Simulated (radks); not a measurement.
Task: All-electron atom: Rh35+ in [He] 2s1.75 2p6 3d0.25 (fractional occupations, a model configuration). Calculated with a radial shooting solver on a logarithmic mesh with Libxc functionals: Dirac Kohn-Sham, PBE, spin-unpolarised, spherical densities, point nucleus; open shells fill j = l - 1/2 first.

Spin-orbit splittings of the eigenvalues, e(l+1/2) - e(l-1/2), with zeta = 2 splitting/(2l+1) and mean radii in bohr:

shell  occ.  splitting (eV)  zeta (eV)  <r> j=l-1/2  <r> j=l+1/2
2p        6               ?          ?       0.1174       0.1220
3p        0           39.24      26.16       0.3165       0.3231
3d     0.25           9.444      3.778       0.2808       0.2829

Estimate the 2p splitting.

Result: 151.7 eV (zeta = 101.1 eV).
